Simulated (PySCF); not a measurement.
# Two-component Hartree-Fock for Cr⁺ (chromium, charge +1)

Start: [Ar] 3d4 4p1; 3d5/2 filled at m_j = -1/2, +1/2, +3/2, +5/2; 4p3/2 filled at m_j = +3/2. Calculated with PySCF 2.14 in x2c-SVPall-2c with one added diffuse shell each of s, d type (6s5p4d1f, 48 functions): generalised Hartree-Fock with the X2C-1e Hamiltonian and a Gaussian nucleus; one run each with spin-orbit coupling (SO) switched off, then screened by Boettger's factors. This is a chosen level, not necessarily the ground level.

| spinor shell | electrons | ε, spin-free (eV) | ε, screened SO (eV) | weight of nominal j (screened SO) | rms radius, screened SO (bohr) |
| --- | --- | --- | --- | --- | --- |
| 1s1/2 | 2 | -6054.1 | -6054.1 | 1.000 | 0.0735 |
| 2s1/2 | 2 | -737.06 | -737.06 | 1.000 | 0.316 |
| 2p1/2 | 2 | -618.63 | -624.57 | 0.986 | 0.285 |
| 2p3/2 | 4 | -618.63 | -615.72 | 0.993 | 0.288 |
| 3s1/2 | 2 | -104.90 | -104.90 | 1.000 | 0.965 |
| 3p1/2 | 2 | -69.850 | -69.228 | 0.666 | 1.04 |
| 3d5/2 | 4 | -23.686 | -23.679 | 0.693 | 1.37 |
| 4p3/2 | 1 | -9.819 | -9.794 | 1.000 | 3.32 |

Where does 3p3/2 lie, and what is the 3p spin-orbit splitting (screened SO)?

At -70.170 eV, -0.942 eV above 3p1/2.

```
   quantity    spin-free  screened SO
E (hartree)  -1049.08104  -1049.08710
        M_J         11/2         11/2
       ⟨J²⟩       35.757       35.756
       ⟨L²⟩       12.006       12.009
       ⟨S²⟩        8.750        8.749
```

Each row is a mean over spinors that exchange with the open shell spreads, by up to 12.732 eV (3p3/2).

Rows whose weight is well below 1 are mixtures of j = l ± 1/2: exchange outweighs spin-orbit coupling there, and the label is only the starting occupation.

Without spin-orbit coupling the j labels of p, d and f shells carry no meaning; the spin-free column gives the mean over the occupied spinors of each nl shell.
